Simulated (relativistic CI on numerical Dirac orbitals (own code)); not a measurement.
## Level scheme of Ir10+

Method of calculation: Dirac-Coulomb-Breit CI, separate exchange-only KLI orbitals for each configuration, QED by a radiative potential, unscaled Slater integrals (own radial code, finite nucleus).

Configuration list (outside the closed core [Kr] 4d10): 4f14.5s2.5p5, 4f13.5s2.5p6, 4f14.5s.5p6, 4f14.5s2.5p4.5d, 4f14.5s.5p5.5d, 4f14.5s2.5p4.5f, 4f13.5s2.5p5.5d, 4f14.5s2.5p4.6s, 4f14.5s2.5p4.5g, 4f14.5s.5p5.5f, 4f14.5s2.5p4.6p, 4f13.5s2.5p5.6s, 4f14.5p6.5d, 4f14.5s.5p5.5g, 4f14.5s.5p4.5d2, 4f14.5s2.5p3.5d.6p, 4f13.5s2.5p5.6p, 4f14.5s2.5p4.6d, 4f14.5s2.5p3.5d.5f, 4f14.5s.5p5.6s, 4f14.5s2.5p3.5d2, 4f14.5s2.5p2.5d3, 4f14.5s.5p3.5d3, 4f14.5s2.5p2.5d2.5f, 4f13.5s2.5p3.5d3, 4f14.5s2.5p3.6s2, 4f14.5s2.5p2.5d.6s2, 4f14.5s.5p3.5d.6s2, 4f14.5s2.5p2.5f.6s2, 4f13.5s2.5p3.5d.6s2. Double excitations out of closed p, d and f shells are left out; levels of such configurations are missing from the list, as are those of other unlisted configurations, and high levels can miss mixing partners. Some configurations lack a partner that the ground configuration has and come out too high, among them 4f14.5s2.5p4.6s, 4f14.5s2.5p4.5g, 4f14.5s.5p5.5f, 4f14.5s2.5p4.6p, 4f13.5s2.5p5.6s.

The lowest level is 4f14.5s2.5p5 2P°_3/2, with 98 % of that term; Hund's rules for 4f14.5s2.5p5 give 2P° with J = 3/2, in agreement.

```tsv
No.	Configuration	Term	J	E (cm⁻¹)	%	Next component (%)	Landé g	jj configuration (%)
1	4f14.5s2.5p5	2P°	3/2	0	98	1 4f14.5s2.5p3.5d2 2P°	1.333	5p3/2^3 (98)
2	4f14.5s2.5p5	2P°	1/2	127290	98	1 4f14.5s2.5p3.5d2 2P°	0.664	5p1/2 5p3/2^4 (98)
3	4f13.5s2.5p6	2F°	7/2	217927	100		1.141	4f7/2^7 (100)
4	4f13.5s2.5p6	2F°	5/2	242201	100		0.854	4f5/2^5 4f7/2^8 (100)
5	4f14.5s.5p6	2S	1/2	390470	51	29 4f14.5s2.5p4.5d 2S	2.073	5s (51)
6	4f14.5s2.5p4.5d	4D	3/2	404580	43	28 2D	1.180	5p3/2^2 5d3/2 (96)
7	4f14.5s2.5p4.5d	4D	5/2	407188	55	16 2D	1.277	5p3/2^2 5d3/2 (81)
8	4f14.5s2.5p4.5d	2P	1/2	413447	56	23 4D	0.839	5p3/2^2 5d3/2 (48)
9	4f14.5s2.5p4.5d	4D	7/2	416059	42	33 4F	1.275	5p3/2^2 5d3/2 (57)
10	4f14.5s2.5p4.5d	2F	7/2	429776	54	23 2G	1.136	5p3/2^2 5d5/2 (57)
11	4f14.5s2.5p4.5d	4F	9/2	430771	72	27 2G	1.273	5p3/2^2 5d5/2 (98)
12	4f14.5s2.5p4.5d	2D	3/2	442181	54	19 4P	0.958	5p3/2^2 5d3/2 (80)
13	4f14.5s2.5p4.5d	2D	5/2	468547	46	27 4P	1.238	5p3/2^2 5d5/2 (95)
14	4f14.5s2.5p4.5d	4P	1/2	469836	51	23 4f14.5s.5p6 2S	2.039	5p3/2^2 5d5/2 (38)
15	4f14.5s2.5p4.5d	2D	3/2	476277	36	21 4P	1.037	5p3/2^2 5d5/2 (69)
16	4f14.5s2.5p4.5d	4F	5/2	482475	29	27 2F	1.094	5p3/2^2 5d5/2 (65)
17	4f14.5s2.5p4.5d	4D	1/2	517142	73	19 2P	0.271	5p1/2 5p3/2^3 5d3/2 (93)
18	4f14.5s2.5p4.5d	4D	3/2	530353	36	22 2P	1.044	5p1/2 5p3/2^3 5d3/2 (86)
19	4f14.5s2.5p4.5d	4F	7/2	546833	51	29 4D	1.255	5p1/2 5p3/2^3 5d5/2 (90)
20	4f14.5s2.5p4.5d	4F	5/2	547044	35	33 2F	1.031	5p1/2 5p3/2^3 5d3/2 (89)
21	4f14.5s2.5p4.5d	2G	7/2	550328	50	37 2F	1.032	5p1/2 5p3/2^3 5d3/2 (89)
22	4f14.5s2.5p4.5d	2P	3/2	557155	49	25 4P	1.331	5p1/2 5p3/2^3 5d5/2 (95)
23	4f14.5s2.5p4.5d	2F	5/2	564266	53	22 4P	1.120	5p1/2 5p3/2^3 5d5/2 (92)
24	4f14.5s2.5p4.5d	2G	9/2	565951	70	26 4F	1.171	5p1/2 5p3/2^3 5d5/2 (96)
25	4f14.5s2.5p4.5d	2D	5/2	574095	51	23 4P	1.230	5p1/2 5p3/2^3 5d5/2 (92)
26	4f14.5s2.5p4.5d	2F	7/2	587300	78	8 4F	1.141	5p1/2 5p3/2^3 5d5/2 (94)
27	4f14.5s2.5p4.5d	2S	1/2	591155	43	14 2P	1.851	5p1/2 5p3/2^3 5d3/2 (59)
28	4f14.5s2.5p4.5d	2P	3/2	595489	60	13 4F	1.173	5p1/2 5p3/2^3 5d3/2 (61)
29	4f14.5s2.5p4.5d	2D	5/2	598373	59	18 2F	1.139	5p1/2 5p3/2^3 5d3/2 (72)
30	4f13.5s2.5p5.5d	4D	7/2	611248	58	21 4F	1.296	4f7/2^7 5p3/2^3 5d3/2 (94)
```

Energies count from the lowest computed level; ° marks odd parity. Filled j subshells are mostly left out of the jj labels.

The mean weight of the leading LS term, summed over parents, in these 30 levels is 58 %, and that of the leading jj configuration (from the same eigenvectors) 81 %, so jj coupling describes them better and the LS labels are nominal.

At this charge transitions that keep the count of f electrons are usually good to a few per cent. Levels and lines within the n = 5 or 6 shells can be off by up to 10 % or somewhat more, and those that change n by about 2 %, since core polarisation is missing. Levels that differ in their count of f electrons can be misplaced by several ten thousand cm⁻¹, since the correlation energy of f electrons is missing or only estimated; rates across such gaps can be off by orders of magnitude.

LS names give the leading component of a level, which can be under half, so a name can repeat, a term be missing and a line seem to break the LS rules.
